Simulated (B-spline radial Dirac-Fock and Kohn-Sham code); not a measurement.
## Dipole and non-dipole photoemission parameters of Ir 4d3/2

System: atomic iridium, [Xe] 4f14 5d7 6s2; threshold 311.9 eV (tabulated edge). The computed values come from a radial finite-basis atomic code: Dirac-Hartree-Slater photoionisation with a Latter tail; cross sections with all multipoles, angular parameters from the dipole term and its interference with E2.

Input of the calculation (task.json; shells as n, l, electrons):

```json
{"items": [{
  "Z": 77,
  "q": 0,
  "cfg": [[1, 0, 2], [2, 0, 2], [2, 1, 6], [3, 0, 2], [3, 1, 6], [3, 2, 10], [4, 0, 2], [4, 1, 6], [4, 2, 10], [4, 3, 14], [5, 0, 2], [5, 1, 6], [5, 2, 7], [6, 0, 2]],
  "A": 193,
  "rrms": 5.4032,
  "do": "xps",
  "hv": [55.3, 72.8, 110.0, 185.0, 208.0, 283.0, 336.0, 400, 639.0, 800, 1000, 1253.6, 1670.0, 2000, 2090.0, 2690.0, 2984.4, 3090.0, 3370.0, 3460.0, 5650.0, 6000, 6310.0, 6560.0, 7450.0, 9300.0, 9530.0, 9820.0, 10200.0, 12000],
  "edges": {"K": 76111.0, "L1": 13419.0, "L2": 12824.0, "L3": 11215.0, "M1": 3174.0, "M2": 2909.0, "M3": 2551.0, "M4": 2116.0, "M5": 2040.0, "N1": 691.1, "N2": 577.8, "N3": 495.8, "N4": 311.9, "N5": 296.3, "N6": 63.8, "N7": 60.8, "O1": 95.2, "O2": 63.0}
}]}
```

Run with: `python xray2_run.py task.json out`

For linearly polarised light dσ/dΩ = σ/(4π) [1 + β P₂(cos θ) + (δ + γ cos²θ) sin θ cos φ], with θ from the polarisation vector and φ the angle between the beam and the projection of the electron momentum on the plane normal to the polarisation.

```csv
hν (eV),σ (kb),β,γ,δ
336,119,0.283,0.095,0.005
400,144,-0.862,-0.055,0.065
639,241,0.120,0.114,0.108
800,222,0.548,0.176,0.047
1000,180,0.840,0.107,0.015
1253.6,134,1.047,0.013,0.005
1670,82.7,1.222,-0.048,0.009
2000,58.4,1.295,-0.035,0.017
2090,53.4,1.309,-0.026,0.019
2690,30.8,1.365,0.078,0.032
2984.4,?,?,?,?
3090,22.2,1.381,0.167,0.040
3370,18.0,1.385,0.233,0.046
3460,16.9,1.386,0.255,0.047
5650,4.54,1.345,0.763,0.085
6000,3.82,1.333,0.835,0.091
6310,3.31,1.323,0.897,0.096
6560,2.95,1.314,0.945,0.100
7450,2.02,1.284,1.106,0.115
9300,1.02,1.220,1.396,0.145
9530,0.948,1.212,1.429,0.149
9820,0.863,1.203,1.468,0.154
10200,0.765,1.190,1.519,0.161
12000,0.453,1.134,1.736,0.191
```

Q: Give the values at Ag Lα (2984.4 eV).

A: σ = 24.2 kb, β = 1.378, γ = 0.143, δ = 0.038.
